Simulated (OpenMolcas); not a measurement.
# What dynamic correlation does to the levels of neutral carbon

```yaml
Program: OpenMolcas 26.06
Basis: ANO-R2 [4s4p2d1f]
Scalar_Hamiltonian: X2C, finite nucleus
Active_space: 4 electrons in 4 orbitals (2s 2p)
State_averaging: 2S+1 = 3 even, 3 roots; 2S+1 = 1 even, 6 roots; 2S+1 = 5 odd, 1 root; 2S+1 = 3 odd, 8 roots
Spin-orbit_coupling: RASSI with atomic mean-field integrals over the reference wave functions, term energies averaged over their components
```

Methods on the same reference wave functions:
A. CASSCF
B. SS-CASPT2, IPEA 0.25 Eh, imaginary shift 0.1 Eh (closed shells correlated: 1s)

Energies in cm-1 above 2s2 2p2 3P0, the measured ground level; measured values from NIST Handbook of Basic Atomic Spectroscopic Data.

| Level | A | B | Measured |
| --- | --- | --- | --- |
| 2s2 2p2 3P0 | 0.0 | 0.0 | 0.0 |
| 2s2 2p2 3P1 | 14.9 | 14.9 | 16.4 |
| 2s2 2p2 3P2 | 44.4 | 44.4 | 43.4 |
| 2s2 2p2 1D2 | 12727 | 10020 | 10193 |
| 2s2 2p2 1S0 | 21114 | 20280 | 21648 |
| 2s 2p3 5S* 2 | 23588 | 30820 | 33735 |
| 2s 2p3 3D* 2 | 68562 | 62470 | 64091 |
| 2s 2p3 3D* 1 | 68562 | 62470 | 64090 |
| 2s 2p3 3D* 3 | 68563 | 62470 | 64087 |
| 2s 2p3 3P* 0 | 81031 | 75800 | 75256 |
| 2s 2p3 3P* 1 | 81031 | 75800 | 75254 |
| 2s 2p3 3P* 2 | 81031 | 75800 | 75255 |

Deviations, from unrounded energies. A percentage is the sum of absolute deviations over the sum of measured energies, with the sign that they share, or ± where signs differ.

```json
{"Against measurement": "mean absolute deviation (cm-1)", "Levels": "11", "A": "4000", "B": "990"}
{"Against measurement": "fine structure of the ground term (%)", "Levels": "2", "A": "±4.2", "B": "±4.2"}
{"Against measurement": "other terms of the ground configuration (%)", "Levels": "2", "A": "±9.6", "B": "-4.8"}
{"Against measurement": "other configurations (%)", "Levels": "7", "A": "±9.1", "B": "±2.1"}
```

B lies closest to measurement on these levels. The largest miss of B in the table is 2s 2p3 5S* 2, by -2900 cm-1. The ranking rests on the paired levels alone, and a cruder setting can come out closer through cancelling errors.

From A to B the spin-free energies of the other terms of 2s2 2p2 shown, above 3P, scale by factors of 0.79 to 0.96.

The lowest spin-free term lies below A's lowest term by 0.074 hartree in B.

CASPT2 does not keep the components of a term degenerate, so their means are used; among the terms shown or strongly mixed into the levels shown the widest spread is 110 cm-1 (2s 2p3 3D*, B). Without dynamic correlation excited terms often stand tens of per cent too high (terms of higher spin than the ground term too low), and those without a measured partner can miss by more than the paired ones (holds for A). Computed and measured levels are paired by configuration, term and J; levels that our copy of the source lacks, or whose pairing is in doubt (as where it misses far off the trend of its configuration), stay unpaired and out of the deviations. Levels of configurations outside the active space are missing.

* marks odd parity.
